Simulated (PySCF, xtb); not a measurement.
SnCl, SMILES [Cl][Sn+] (connectivity only; charge and spin as stated), charge +1, multiplicity 1.

GFN2-xTB in xtb at its own geometry gives an orbital gap of 4.64 eV.

Geometry optimised at B3LYP-D3(BJ)/def2-TZVP. The multiplicity is an assumed one; other spin states were not compared. The def2 effective core potentials stand for the cores of Sn; spin–orbit coupling is left out.

Q: What does PBE0/def2-TZVPD run with PySCF give? (Estimate from the structure and the level; the computed values follow.)

A: gap 6.04 eV (levels -15.09 and -9.05 eV).
